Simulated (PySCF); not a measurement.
# Electron correlation in W⁵⁷⁺ (tungsten, charge +57)

[Ne] 3s2 3p5, 2P determinant. Calculation: PySCF 2.14, in an uncontracted even-tempered set (17 s from 15 bohr⁻², ratio 2.5; 12 p from 19 bohr⁻², ratio 2.5; 4 d from 79 bohr⁻², ratio 2.7; 4 f from 120 bohr⁻², ratio 2.7); the spin-free X2C one-electron Hamiltonian (Gaussian nucleus). Frozen: 1s2; 15 electrons correlated; the 20 highest virtual orbitals of each spin left out.

```
  level  correlation energy (mhartree)
   CCSD                        -659.55
    (T)                          -0.65
CCSD(T)                        -660.20
```

Diagnostics: T1 = 0.00027, D1 = 0.0012, largest double amplitude 0.015.

Question: Is a single reference adequate?

Answer: Yes, within this model without spin-orbit coupling: T1 lies below 0.03 and no double amplitude reaches 0.07.

At this charge the one-electron X2C treatment keeps the bare 1/r₁₂, with no two-electron picture change or Breit term. The effect here is smaller than on the frozen 1s shell; and a scalar Hamiltonian misses the large spin-orbit splitting of the p shells, which matters for ns² → np² pairs.
